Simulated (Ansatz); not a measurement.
A nudged elastic band was laid between two geometries of CH₆ClNSi (10 atoms, charge 0, multiplicity 1).

These are results of RKS PBE0/def2-SVP in Ansatz 0.2.0, not measurements.

```json
{"movable images": "1", "climbing image": "yes", "spring": "5.0 eV/Å²", "optimiser": "quadratic models (default)", "start path": "through a guess of the saddle point", "force threshold": "0.05 eV/Å", "iteration limit": "60", "end points": "relaxed"}
```

Image 0:

```xyz
10
Properties=species:S:1:pos:R:3
Si -0.228 0.175 0.579
N 1.487 0.287 0.638
C -0.747 -0.674 -0.995
H -0.395 -0.110 -1.874
H -0.675 -0.519 1.816
Cl -1.199 2.035 0.613
H 1.937 0.596 1.494
H 1.989 0.638 -0.171
H -1.843 -0.739 -1.057
H -0.326 -1.690 -1.042
```

Image 2:

```xyz
10
Properties=species:S:1:pos:R:3
Si -0.969 -0.078 0.551
N 2.090 0.665 -0.032
C -1.469 -1.015 -0.773
H 1.638 0.086 -0.736
H -0.450 -0.590 1.837
Cl -1.241 1.958 0.648
H 2.096 0.151 0.846
H 1.530 1.506 0.092
H -1.890 -0.583 -1.683
H -1.336 -2.100 -0.751
```

Q: What changes between the two ends?

A: Bonds broken: Si1–N2, C3–H4. Bonds formed: N2–H4. CH6ClNSi becomes CH3ClSi + H3N.

Q: What energy profile does the band end with?

A: The run converged. The highest image is number 1 of 0 to 2, 3.09 eV above the first end and 0.03 eV above the last; the last end lies 3.05 eV above the first. Neighbouring images differ by up to 3.1 eV, so the band resolves the path poorly. Another band between the same ends (5 images) ends at a top of the same energy, where a vibrational analysis finds 1 clearly imaginary mode. So few images can step over the top or miss a turn of the path. The orbitals stay closed-shell, which can raise the energy where a bond breaks towards radicals; this wasn't checked here.

```tsv
image	path coordinate (Å)	energy (eV)	Si1–N2 (Å)	C3–H4 (Å)	N2–H4 (Å)
0	0.00	0.00	1.72	1.10	3.16
1	3.22	3.09	2.77	3.19	1.01
2	3.59	3.05	3.20	3.30	1.02
```

Q: What is the geometry of the highest image?

A: 
```xyz
10
Properties=species:S:1:pos:R:3
Si -0.821 -0.059 0.467
N 1.846 0.601 0.108
C -1.402 -0.990 -0.830
H 1.609 0.064 -0.713
H -0.416 -0.584 1.790
Cl -1.166 1.978 0.581
H 2.014 0.090 0.961
H 1.446 1.523 0.190
H -1.800 -0.544 -1.745
H -1.310 -2.080 -0.809
```

The run took 58 s on 2 threads of Arm Neoverse V2, with other jobs on the host, peak memory 0.19 GiB.
